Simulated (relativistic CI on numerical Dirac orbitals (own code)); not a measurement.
## Radial parameters of Ta LX

These numbers are calculated, not measured: Dirac-Coulomb-Breit CI, orbitals from a KLI potential per configuration, QED by a radiative potential, unscaled Slater integrals (own radial code, finite nucleus).

Slater integrals F^k, G^k are unscaled and averaged over j, outside the closed core [Ne]; ζ comes from projecting the Hamiltonian with its Breit term on Σ l·s of the shell.

- 3s²3p²: F^2(3p,3p) = 531350, ζ(3p) = 1.8198e+06 cm⁻¹; <r>(3p) = 0.1836, <r^2>(3p) = 0.03908 (bohr units).
- 3s²3p3d: ζ(3p) = 1.8185e+06, F^2(3p,3d) = 536610, G^1(3p,3d) = 552630, G^3(3p,3d) = 374640, ζ(3d) = 246610 cm⁻¹; <r>(3p) = 0.1837, <r^2>(3p) = 0.03913, <r>(3d) = 0.1625, <r^2>(3d) = 0.03043 (bohr units).
- 3s3p³: F^2(3p,3p) = 531180, G^1(3s,3p) = 674130, ζ(3p) = 1.8196e+06 cm⁻¹; <r>(3s) = 0.1876, <r^2>(3s) = 0.04025, <r>(3p) = 0.1837, <r^2>(3p) = 0.0391 (bohr units).

Averages of the first 10 configurations, taken without configuration mixing, which lowers the lowest level and can move excited configurations by several eV; other configurations of the list can lie among them:

```json
{"Configuration": "3s²3p²", "Parity": "even", "States": "15", "Average energy above the lowest level (eV)": "451.2"}
{"Configuration": "3s²3p3d", "Parity": "odd", "States": "60", "Average energy above the lowest level (eV)": "835.2"}
{"Configuration": "3s3p³", "Parity": "odd", "States": "40", "Average energy above the lowest level (eV)": "849.6"}
{"Configuration": "3s²3d²", "Parity": "even", "States": "45", "Average energy above the lowest level (eV)": "1228.3"}
{"Configuration": "3p⁴", "Parity": "even", "States": "15", "Average energy above the lowest level (eV)": "1271.2"}
{"Configuration": "3s3p²3d", "Parity": "even", "States": "300", "Average energy above the lowest level (eV)": "1223.7"}
{"Configuration": "3p²3d²", "Parity": "even", "States": "675", "Average energy above the lowest level (eV)": "2008.5"}
{"Configuration": "3s3p3d²", "Parity": "odd", "States": "540", "Average energy above the lowest level (eV)": "1606.8"}
{"Configuration": "3p³3d", "Parity": "odd", "States": "200", "Average energy above the lowest level (eV)": "1635.3"}
{"Configuration": "3s²3d4s", "Parity": "even", "States": "20", "Average energy above the lowest level (eV)": "3473.5"}
```
